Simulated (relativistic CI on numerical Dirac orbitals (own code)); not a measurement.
Ligand-field terms of d2

Computed with a parametric ligand-field model of a d^n configuration (Racah B and C, spin-orbit zeta, crystal field), exact diagonalisation.

Field parameters in Wybourne normalisation: Oh B⁴₀ = 21Dq, B⁴₄ = √(5/14) B⁴₀. The field is a parameter set, without covalency.

Q: Ground term and bands for B = 890, C = 3160, ζ = 0 cm⁻¹, Oh, 10Dq = 11570 cm⁻¹?

A: Ground term 3T1 with 0.06 electrons in the two orbitals of the cubic e set. Spin-allowed: 3T2 10262 cm⁻¹ (975 nm), 3A2 21832 cm⁻¹ (458 nm), 3T1 22303 cm⁻¹ (448 nm). Lowest spin-forbidden: 1T2 12196 cm⁻¹ (820 nm), 1E 12602 cm⁻¹ (794 nm), 1A1 24471 cm⁻¹ (409 nm).

Q: Ground term and bands for B = 890, C = 3160, ζ = 0 cm⁻¹, Oh, 10Dq = 22250 cm⁻¹?

A: Ground term 3T1 with 0.03 electrons in the two orbitals of the cubic e set. Spin-allowed: 3T2 20495 cm⁻¹ (488 nm), 3T1 32089 cm⁻¹ (312 nm), 3A2 42745 cm⁻¹ (234 nm). Lowest spin-forbidden: 1T2 12139 cm⁻¹ (824 nm), 1E 12358 cm⁻¹ (809 nm), 1A1 26657 cm⁻¹ (375 nm).

Q: Ground term and bands for B = 890, C = 3160, ζ = 0 cm⁻¹, Oh, 10Dq = 18690 cm⁻¹?

A: Ground term 3T1 with 0.04 electrons in the two orbitals of the cubic e set. Spin-allowed: 3T2 17048 cm⁻¹ (587 nm), 3T1 28757 cm⁻¹ (348 nm), 3A2 35738 cm⁻¹ (280 nm). Lowest spin-forbidden: 1T2 12170 cm⁻¹ (822 nm), 1E 12430 cm⁻¹ (805 nm), 1A1 26162 cm⁻¹ (382 nm).

Q: Ground term and bands for B = 890, C = 3160, ζ = 0 cm⁻¹, Oh, 10Dq = 34710 cm⁻¹?

A: Ground term 3T1 with 0.01 electrons in the two orbitals of the cubic e set. Spin-allowed: 3T2 32697 cm⁻¹ (306 nm), 3T1 44035 cm⁻¹ (227 nm), 3A2 67407 cm⁻¹ (148 nm). Lowest spin-forbidden: 1T2 12039 cm⁻¹ (831 nm), 1E 12179 cm⁻¹ (821 nm), 1A1 27611 cm⁻¹ (362 nm).

Q: Ground term and bands for B = 890, C = 3160, ζ = 0 cm⁻¹, Oh, 10Dq = 8010 cm⁻¹?

A: Ground term 3T1 with 0.08 electrons in the two orbitals of the cubic e set. Spin-allowed: 3T2 6957 cm⁻¹ (1437 nm), 3A2 14967 cm⁻¹ (668 nm), 3T1 19254 cm⁻¹ (519 nm). Lowest spin-forbidden: 1T2 12127 cm⁻¹ (825 nm), 1E 12673 cm⁻¹ (789 nm), 1T2 21546 cm⁻¹ (464 nm).
